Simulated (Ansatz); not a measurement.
Born–Oppenheimer molecular dynamics of Cl2HInO (5 atoms, charge 0, multiplicity 1). It goes on from the last frame of an earlier run, with new velocities.

Method: RKS B3LYP/def2-SVP in Ansatz.

```yaml
ensemble: NVE (velocity Verlet)
time_step: 0.5 fs
steps_asked: 150
starting_velocities_drawn_for: 400 K
seed: 626546
```

First frame:

```xyz
5
Properties=species:S:1:pos:R:3
In 0.073 -0.278 0.039
O -0.523 0.543 1.849
H -0.808 -0.173 2.583
Cl 1.771 0.323 -1.370
Cl -1.812 0.197 -1.172
```

Task: How far do the bonds stretch over the last three quarters of this one trajectory? (Pairs bonded in most of those frames.)

Result: 
```json
{"bond": "In1–O2", "mean (Å)": "2.026", "spread (Å)": "0.065", "shortest": "1.93", "longest": "2.11"}
{"bond": "In1–Cl4", "mean (Å)": "2.393", "spread (Å)": "0.050", "shortest": "2.28", "longest": "2.44"}
{"bond": "In1–Cl5", "mean (Å)": "2.419", "spread (Å)": "0.042", "shortest": "2.33", "longest": "2.46"}
{"bond": "O2–H3", "mean (Å)": "0.988", "spread (Å)": "0.061", "shortest": "0.89", "longest": "1.07"}
```

Mean temperature of the second half: 1825 K. The conserved energy stayed within 1.1 meV per atom of its start (net change -0.95 meV per atom), so the integration is sound. The kinetic energy rose, since the run started high on the potential surface and went downhill. A run of 0.075 ps of so small a system gives no equilibrium averages.

Time of the run: 13 min on 1 thread of AMD EPYC 7R43 64-Core Processor (Zen 3) (shared host), peak memory 0.18 GiB.
